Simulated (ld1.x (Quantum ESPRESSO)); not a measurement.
gold (Au) TM: all-electron and pseudo phase curves

| Property | Result |
| --- | --- |
| Element | Au |
| Generator | ld1.x (Quantum ESPRESSO) 7.5 |
| Type | norm-conserving Troullier–Martins (Kleinman–Bylander form) |
| Functional | revPBE |
| Relativity | scalar-relativistic |
| Frozen core | [Kr] 4d10 4f14 |
| Valence charge | 19 |
| Reference configuration | 5s2 5p6 5d10 6s0 6p0 (charge +1) |
| Partial waves | 5p (bound): rc 1.65 bohr; 5d (bound): rc 2.00 bohr; 5s (bound): rc 1.30 bohr |
| Local potential | the s channel |
| Core correction | none |

The phase is arctan(r·u′/u) with u = r·R(r), unwrapped; energies in Ry, scanned from -11 to 5 Ry. A pole is an energy at which the radial function vanishes at the test radius. The pseudo phase is shifted by a multiple of π to meet the all-electron one at the reference energy, and phase errors are pseudo minus all-electron; the curves can meet again beyond the range given. Levels narrower than the energy grid can be missing from the lists of poles.

```json
{"channel": "s", "radius (bohr)": "2.20", "reference energy (Ry)": "-8.58", "poles, all-electron": "-8.54, 3.07", "poles, pseudo": "-8.54, 2.08", "unbroken range about the reference energy with phases within 0.05 rad": "below -2.1", "phase error 1 Ry above the reference energy (rad)": "-0.000"}
{"channel": "p", "radius (bohr)": "2.20", "reference energy (Ry)": "-5.02", "poles, all-electron": "-4.87", "poles, pseudo": "-4.87", "unbroken range about the reference energy with phases within 0.05 rad": "below -0.1", "phase error 1 Ry above the reference energy (rad)": "-0.001"}
{"channel": "d", "radius (bohr)": "2.20", "reference energy (Ry)": "-1.12", "poles, all-electron": "-0.33", "poles, pseudo": "-0.33", "unbroken range about the reference energy with phases within 0.05 rad": "the whole range", "phase error 1 Ry above the reference energy (rad)": "-0.000"}
```

Phases in the d channel:

| E (Ry) | all-electron | pseudo |
| --- | --- | --- |
| -11.00 | 1.429 | 1.429 |
| -10.76 | 1.427 | 1.427 |
| -10.52 | 1.425 | 1.425 |
| -10.28 | 1.423 | 1.423 |
| -10.04 | 1.421 | 1.421 |
| -9.80 | 1.419 | 1.419 |
| -9.56 | 1.417 | 1.417 |
| -9.32 | 1.415 | 1.415 |
| -9.08 | 1.413 | 1.413 |
| -8.84 | 1.410 | 1.410 |
| -8.60 | 1.408 | 1.408 |
| -8.36 | 1.405 | 1.405 |
| -8.12 | 1.402 | 1.402 |
| -7.88 | 1.399 | 1.399 |
| -7.64 | 1.396 | 1.396 |
| -7.40 | 1.393 | 1.393 |
| -7.16 | 1.390 | 1.390 |
| -6.92 | 1.386 | 1.386 |
| -6.68 | 1.382 | 1.382 |
| -6.44 | 1.378 | 1.378 |
| -6.20 | 1.373 | 1.373 |
| -5.96 | 1.368 | 1.368 |
| -5.72 | 1.363 | 1.363 |
| -5.48 | 1.357 | 1.357 |
| -5.24 | 1.351 | 1.351 |
| -5.00 | 1.344 | 1.344 |
| -4.76 | 1.336 | 1.336 |
| -4.52 | 1.327 | 1.327 |
| -4.28 | 1.318 | 1.318 |
| -4.04 | 1.306 | 1.306 |
| -3.80 | 1.293 | 1.293 |
| -3.56 | 1.278 | 1.278 |
| -3.32 | 1.259 | 1.259 |
| -3.08 | 1.236 | 1.236 |
| -2.84 | 1.206 | 1.206 |
| -2.60 | 1.166 | 1.166 |
| -2.36 | 1.109 | 1.109 |
| -2.12 | 1.019 | 1.019 |
| -1.88 | 0.859 | 0.858 |
| -1.64 | 0.514 | 0.513 |
| -1.40 | -0.237 | -0.237 |
| -1.16 | -0.964 | -0.964 |
| -0.92 | -1.293 | -1.293 |
| -0.68 | -1.450 | -1.450 |
| -0.44 | -1.541 | -1.541 |
| -0.20 | -1.602 | -1.602 |
| 0.04 | -1.648 | -1.648 |
| 0.28 | -1.685 | -1.685 |
| 0.52 | -1.718 | -1.718 |
| 0.76 | -1.748 | -1.748 |
| 1.00 | -1.778 | -1.778 |
| 1.24 | -1.808 | -1.809 |
| 1.48 | -1.841 | -1.841 |
| 1.72 | -1.877 | -1.878 |
| 1.96 | -1.919 | -1.920 |
| 2.20 | -1.968 | -1.970 |
| 2.44 | -2.030 | -2.033 |
| 2.68 | -2.110 | -2.114 |
| 2.92 | -2.217 | -2.223 |
| 3.16 | -2.365 | -2.375 |
| 3.40 | -2.577 | -2.592 |
| 3.64 | -2.872 | -2.894 |
| 3.88 | -3.234 | -3.260 |
| 4.12 | -3.586 | -3.611 |
| 4.36 | -3.863 | -3.882 |
| 4.60 | -4.058 | -4.073 |
| 4.84 | -4.195 | -4.207 |
